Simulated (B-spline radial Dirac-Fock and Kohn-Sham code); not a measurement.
**How the binding energies of Rb¹³⁺ add up**

System: Rb¹³⁺ in the configuration [Ar] 3d6; nuclear rms radius 4.2036 fm (A = 85).

Model: Dirac-Fock ΔSCF + Breit + QED. Program: a B-spline atomic structure program. Correlation and solid-state effects are left out. Energies are counted from the vacuum level.

All terms are in eV, carry their sign (relaxation lowers the binding energy) and add up to the binding energy; ⟨r⟩ is the mean radius of the orbital in the initial state.

```csv
subshell,−ε (Koopmans),relaxation,Gaunt,retardation,self-energy,vacuum polarisation,binding energy,⟨r⟩ (bohr)
K (1s),15658.8,-40.02,-26.15,1.87,-13.25,1.41,15582.6,0.040
L1 (2s),2468.6,-14.87,-2.10,0.09,-1.48,0.15,2450.4,0.177
L2 (2p1/2),2265.7,-17.13,-3.77,0.40,0.15,-0.01,2245.4,0.152
L3 (2p3/2),2204.3,-16.66,-2.70,0.45,0.02,-0.01,2185.4,0.156
M1 (3s),659.9,-2.23,-0.32,0.02,-0.28,0.03,657.1,0.486
M2 (3p1/2),583.8,-2.40,-0.58,0.07,0.03,0.00,580.9,0.481
M3 (3p3/2),573.0,-2.29,-0.39,0.08,0.00,0.00,570.4,0.489
"M4,5 (3d)",452.3,-2.78,-0.09,0.01,0.02,0.00,449.5,0.462
```

For the deepest level, K (1s), the Breit terms make up -0.156 % of the binding energy, QED -0.076 % and orbital relaxation -0.257 %.

Spin-orbit splittings: 2p 59.98 eV, 3p 10.52 eV.

Going to the tabulated ground configuration of the next ion removes an electron from M4,5 (3d), computed at 449.5 eV. NIST lists 443 ± 3 eV as the ionisation energy of this species (theoretical), -6.46 eV from the computed value. Where a p, d or f shell is open in either ion the computed value averages over both j values and all terms, while the table refers to the lowest levels; that difference holds spin-orbit splitting (largest in heavy or highly charged ions), term energies where several electrons share open shells, and correlation, and it can reach 10 % or more.
